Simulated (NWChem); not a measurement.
## A calculation on CNO

```
C
O 1 1.1804
N 1 1.2264 2 180.00
```
Charge 0, spin multiplicity 2.

The numbers come from NWChem runs, not from measurements. Structure: optimised with UB3LYP/def2-SVP, a minimum by its harmonic frequencies.

The correlated methods keep 3 core orbitals frozen. The Pople sets run with spherical d functions. The structure started from a generated list of species. The unpaired electrons of the parent sit in orbitals of symmetry b1 (C2v labels of the run); other states weren't searched. No SCF solution was tested for a lower state.

Worked example. A B2PLYP run in 6-31G* ends its self-consistent part (53 % exact exchange, 47 % B88, 73 % LYP) at -167.70752 Ha, and second-order perturbation theory on those orbitals gives -0.52755 Ha unscaled.

The perturbative term enters with the weight 0.27: -167.70752 + 0.27·(-0.52755) = -167.84996 Ha is the total energy.
